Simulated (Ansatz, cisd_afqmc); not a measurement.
System: MgO, charge 0, singlet. MgO (SMILES [O]=[Mg]).
B3LYP-D3(BJ)/def2-TZVP minimum from Ansatz (a first-principles code):
```xyz
2

Mg     0.0000     0.0000    -0.6958
O      0.0000     0.0000     1.0436
```

Total energies in def2-TZVPP, 8 correlated electrons, 6 frozen orbitals. Radicals and triplets start from unrestricted determinants; spin-orbit coupling is neglected. Cores are frozen in correlated methods. No relativity. AFQMC/CISD: phaseless, guided by CISD from CCSD amplitudes; bars are statistical, one sigma. Outlying blocks are dropped, and bars are widened where a walk drifts. Over all cases where full CI ran beside it in this data, AFQMC minus full CI had a median of +0.1 mEh and passed +0.4 mEh in a tenth of the cases. The T1 diagnostic of MgO ([O]=[Mg], singlet) reaches 0.062 in the sets run. The restricted determinant of MgO ([O]=[Mg], singlet) is unstable towards broken spin symmetry in at least one set run.

The bar of a AFQMC/CISD walk is widened from 0.40 to 0.96 mEh, since its halves differ by 1.93 mEh.

| method | program | energy (Eh) | minus CCSDTQ (mEh) |
|---|---|---|---|
| HF | Ansatz | -274.37483 | 327.71 |
| MP2 | Ansatz | -274.69883 | 3.71 |
| CCSD | Ansatz | -274.67803 | 24.51 |
| CCSD(T) | Ansatz | -274.70079 | 1.75 |
| CCSDT(Q) | Ansatz | -274.70421 | -1.67 |
| CCSDTQ | Ansatz | -274.70254 | 0.00 |
| AFQMC/CISD | cisd_afqmc | -274.6978 ± 0.0010 | 4.7 ± 1.0 |

Rough core times of Ansatz's runs on a shared machine: CCSD(T) under 20 s, CCSDT(Q) 30 s, CCSDTQ 20 min.
